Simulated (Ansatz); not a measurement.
PPt3⁻, relaxed as a singlet with RKS B3LYP-D4/def2-SVPD in Ansatz, starting from the GFN2-xTB geometry. Force threshold 0.02 eV/Å.

In the def2 sets Pt takes a core potential; there is no spin–orbit coupling. The restricted singlet is unstable towards broken spin symmetry at other levels; at B3LYP-D4/def2-SVPD this wasn't settled. The relaxation made no stability test and no search for a lower SCF solution. At B3LYP-D4/def2-SVPD a triplet of charge -1 lies 0.09 eV below the restricted singlet, each at its own geometry. The structure comes from a short search, and lower isomers may exist.

Start:

Cartesian coordinates in Å:
```
P 0.512 0.552 -0.805
Pt -0.149 -1.585 -0.485
Pt 1.240 0.585 1.305
Pt -1.603 0.448 -0.015
```

Estimate the energy that the relaxation releases and the steps that it takes.

27.1 kJ/mol, in 24 steps; 52 s on 4 threads of AMD EPYC 7B13 on a shared host. The force fell under the threshold at step 7, but the optimiser went on and released 0.135 eV more. No frequencies were taken in this run, so the end may be a saddle point.

Does the start keep its bonding and symmetry?

By distances, no bond broke or formed. The bond that changes most is P1–Pt4, from 2.26 to 2.21 Å (atoms count from 1). Point group Cs at the start, Cs at the end, both within 0.05 Å.

Predict the relaxed structure.


```csv
atom,x (Å),y (Å),z (Å)
P1,0.282,0.721,-0.570
Pt2,0.048,-1.471,-0.225
Pt3,1.574,0.313,1.176
Pt4,-1.904,0.438,-0.382
```
Bond lengths (bridged metal pairs left out): 3 × P–Pt 2.21 to 2.23 Å.
